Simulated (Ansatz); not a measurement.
One geometry of `N[SiH2][SnH3]`, several functionals.

```yaml
crystal:
  periodic: [false, false, false]
  atoms:
    - {symbol: N, position_ang: [-1.560807, 0.488763, -0.888390]}
    - {symbol: Si, position_ang: [0.071853, 0.861015, -0.479885]}
    - {symbol: Sn, position_ang: [0.948447, -0.988960, 1.062367]}
    - {symbol: H, position_ang: [-1.794192, -0.429389, -1.230535]}
    - {symbol: H, position_ang: [-2.135304, 1.190661, -1.328302]}
    - {symbol: H, position_ang: [0.068799, 2.170981, 0.224353]}
    - {symbol: H, position_ang: [1.014468, 0.999385, -1.633222]}
    - {symbol: H, position_ang: [0.583172, -2.529548, 0.410167]}
    - {symbol: H, position_ang: [0.241745, -0.911878, 2.615474]}
    - {symbol: H, position_ang: [2.645020, -0.902331, 1.250873]}
basis:
  gaussian: {orbitals: def2-TZVPP}
hamiltonian: {xc: lda}
output: {orbitals: {seedname: orbitals}}
```

```sh
$ ansatz run in.yaml --threads 2 --pin off --events-out ev --progress --plain --max-ram 4352MiB
```

Output, abridged:

```
Functional definition: SPW92
1244 factors; their error is unknown
mean field evaluation 1: about -15249.5343 eV, gradient 7.3e1 eV
mean field evaluation 2: about -15196.0827 eV, gradient 1.4e2 eV
mean field evaluation 4: about -15259.5086 eV, gradient 9.2e0 eV
mean field evaluation 8: about -15259.7348 eV, gradient 2.1e-1 eV
mean field evaluation 16: about -15259.7122 eV, gradient 2.9e-4 eV
mean field -15259.71220607 eV, -560.7840801686 hartree, gradient 7.6e-5 eV, S^2 0.000000; 0 other end points of the search recorded, 0 dependent functions left out
reference -15259.71225903 eV, -560.7840821148 hartree; 25, 25 occupied and 196, 196 virtual orbitals, 1244 factors
Total energy: -15259.71225903 eV, -560.7840821148 hartree
```

Hardware: 2 threads of an Arm Neoverse V1 on a shared host. Wall time 2 s, peak host memory 0.25 GiB.

With the line `hamiltonian: {xc: {name: revPBE}, dispersion: d4}` (abridged; 3.2 s):

```
Functional definition: revPBE
mean field evaluation 16: about -15313.3956 eV, gradient 2.9e-4 eV
mean field -15313.39558126 eV, -562.7569078191 hartree, gradient 4.6e-5 eV, S^2 0.000000
Total energy: -15313.92437189 eV, -562.7763405161 hartree
```

Changing it to `hamiltonian: {xc: {name: wB97X-V}}` (abridged; 13 s):

```
Functional definition: wB97X-V
mean field evaluation 16: about -15312.1878 eV, gradient 5.0e-5 eV
mean field -15312.18776907 eV, -562.7125215396 hartree, gradient 5.0e-5 eV, S^2 0.000000
Total energy: -15312.18776637 eV, -562.7125214404 hartree
```

Changing it to `hamiltonian: {xc: {name: B97M-V}}` (abridged; 15 s):

```
Functional definition: B97M-V
mean field evaluation 16: about -15312.2498 eV, gradient 8.7e-4 eV
mean field -15312.24976204 eV, -562.7147997393 hartree, gradient 5.1e-5 eV, S^2 0.000000
Total energy: -15312.24984375 eV, -562.7148027420 hartree
```

Changing it to `hamiltonian: {xc: {name: B2PLYP}}` (abridged; 9.5 s):

```
Functional definition: B2PLYP
mean field evaluation 16: about -15297.9081 eV, gradient 4.2e-5 eV
mean field -15297.90805717 eV, -562.1877518065 hartree, gradient 3.5e-6 eV, S^2 0.000000
10 core orbitals not correlated: weight in the atoms' cores, before any rotation towards them, 1.000 or more for the frozen orbitals, at most 0.000 for the correlated occupied ones
second order -22.38266285 eV of doubles, -0.00000000 eV of singles
Total energy: -15303.95157415 eV, -562.4098469591 hartree
```

Changing it to `hamiltonian: {xc: {name: r2SCAN0}, dispersion: d4}` (abridged; 7.5 s):

```
Functional definition: r2SCAN0
mean field -15313.88710886 eV, -562.7749711252 hartree, gradient 5.9e-5 eV, S^2 0.000000
Total energy: -15313.94395692 eV, -562.7770602528 hartree
```
